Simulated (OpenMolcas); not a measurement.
# Ionisation energies of iron

```
Program             : OpenMolcas
Basis               : ANO-R3 [7s5p5d3f2g1h]
Scalar Hamiltonian  : X2C, finite nucleus
Spin-orbit coupling : state interaction with AMFI integrals over the reference wave functions, term energies averaged over their components
```

Active shells in each charge state: the valence d shell, with orbitals averaged over the low states. Where CASPT2's correlated closed shells are named, they are those of the first ion.

A. CASSCF
B. SS-CASPT2, IPEA 0.25 Eh, imaginary shift 0.1 Eh (closed shells correlated: 3s 3p)
C. SS-CASPT2, IPEA 0 Eh, imaginary shift 0.1 Eh (closed shells correlated: 3s 3p)
D. SS-CASPT2, IPEA 0.25 Eh, imaginary shift 0.1 Eh (closed shells correlated: 2s 2p 3s 3p)
E. SS-CASPT2, IPEA 0.25 Eh, imaginary shift 0.1 Eh (closed shells correlated: none)

Energies in eV between the lowest computed levels, named as in B; reference values from the NIST Atomic Spectra Database with their kind.

| From | To | A | B | C | D | E | Spin-orbit share in B | Reference |
| --- | --- | --- | --- | --- | --- | --- | --- | --- |
| Fe2+ 3d6 5D4 | Fe3+ 3d5 6S 5/2 | 28.187 | 30.645 | 30.649 | 30.661 | 30.062 | +0.053 | 30.651 (measured) |
| Fe3+ 3d5 6S 5/2 | Fe4+ 3d4 5D0 | 53.692 | 55.034 | 55.103 | 55.066 | 54.589 | -0.100 | 54.910 (measured) |
| Fe4+ 3d4 5D0 | Fe5+ 3d3 4F 3/2 | 74.180 | 75.413 | 75.463 | 75.461 | 74.879 | -0.048 | 75.000 (semi-empirical) |
| Fe5+ 3d3 4F 3/2 | Fe6+ 3d2 3F2 | 98.181 | 99.142 | 99.180 | 99.197 | 98.587 | -0.015 | 98.985 (measured) |
| Fe6+ 3d2 3F2 | Fe7+ 3d 2D 3/2 | 124.119 | 124.975 | 125.032 | 125.040 | 124.277 | +0.029 | 124.967 (measured) |
| Fe7+ 3d 2D 3/2 | Fe8+ 3p6 1S0 | 150.010 | 150.862 | 150.910 | 150.907 | 150.010 | +0.133 | 151.060 (measured) |

Error against the reference values, in %:

```json
{"From": "Fe2+", "Reference": "measured", "A": "-8.0", "B": "0", "C": "0", "D": "0", "E": "-1.9"}
{"From": "Fe3+", "Reference": "measured", "A": "-2.2", "B": "+0.2", "C": "+0.4", "D": "+0.3", "E": "-0.6"}
{"From": "Fe4+", "Reference": "semi-empirical", "A": "-1.1", "B": "+0.6", "C": "+0.6", "D": "+0.6", "E": "-0.2"}
{"From": "Fe5+", "Reference": "measured", "A": "-0.8", "B": "+0.2", "C": "+0.2", "D": "+0.2", "E": "-0.4"}
{"From": "Fe6+", "Reference": "measured", "A": "-0.7", "B": "0", "C": "+0.1", "D": "+0.1", "E": "-0.6"}
{"From": "Fe7+", "Reference": "measured", "A": "-0.7", "B": "-0.1", "C": "-0.1", "D": "-0.1", "E": "-0.7"}
```

Mean absolute error over the 5 measured values: A 1.28 eV, B 0.10 eV, C 0.12 eV, D 0.12 eV, E 0.61 eV. B lies closest.

The lowest level within the active space need not be the ion's true ground level.
